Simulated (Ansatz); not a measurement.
`[GaH2][Br]` + `CO[SiH2]O[SiH3]` → `[SiH3][O][GaH][Br]` + `CO[SiH3]` at 500 K and 1 bar (redistribution).

Program: Ansatz. Geometries: PBE0-D4/def2-TZVP. ΔE: electronic, gas phase. CBS: MP2 limit from def2 TZ/QZ plus the TZ coupled-cluster correction, frozen cores. For Br, Ga outer-core shells are correlated without core-valence functions, which leaves a few kJ/mol of doubt a bond. Scalar relativity is left out up to krypton. One conformer a species, not always the lowest.

```
             species  CCSD(T)/CBS energy (Eh)  H − E (kJ/mol)  S (J/(mol·K))
        `[GaH2][Br]`              -4498.49736            60.9          306.0
   `CO[SiH2]O[SiH3]`               -771.48835           292.0          472.9
`[SiH3][O][GaH][Br]`              -4864.03713           142.6          439.5
          `CO[SiH3]`               -405.93001           211.0          345.4
```

H − E and S are ideal-gas, rigid-rotor, harmonic terms from PBE0-D4/def2-TZVP, for one conformer and one mirror image of each species. 1 Eh = 2625.50 kJ/mol, R = 8.31446 J/(mol·K).

Q: By hand: ΔE, ΔH, ΔS and ΔG.

A: ΔE = (-4864.03713) + (-405.93001) − (-4498.49736) − (-771.48835) = 0.01857 Eh = 48.8 kJ/mol. Δ(H − E) = 142.6 + 211.0 − 60.9 − 292.0 = 0.7, so ΔH = 49.5 kJ/mol. ΔS = 439.5 + 345.4 − 306.0 − 472.9 = 6.0 J/(mol·K). ΔG = 49.5 − 500 × (6.0)/1000 = 46.5 kJ/mol.

Q: By hand: the equilibrium constant, and the temperature at which ΔG would vanish if ΔH and ΔS stayed fixed.

A: log₁₀ K = −ΔG/(RT ln 10) = -4.9. ΔG = 0 at ΔH/ΔS = 8250 K, far beyond where these terms or the molecules hold.

The number of gas molecules stays the same, so ΔS is small and ΔH decides. A doubt of 5 kJ/mol in ΔE shifts log₁₀ K by 0.5 here. Other conformers and mirror images would add mixing entropy, several J/(mol·K) or more a flexible species. Modes under 60 cm⁻¹, often nearly free rotors, make the harmonic entropy too high. These are equilibria of isolated gas molecules and say nothing of rates. Largest T1 diagnostic: 0.012 (customary marks: 0.02 for closed shells, 0.045 for open ones).
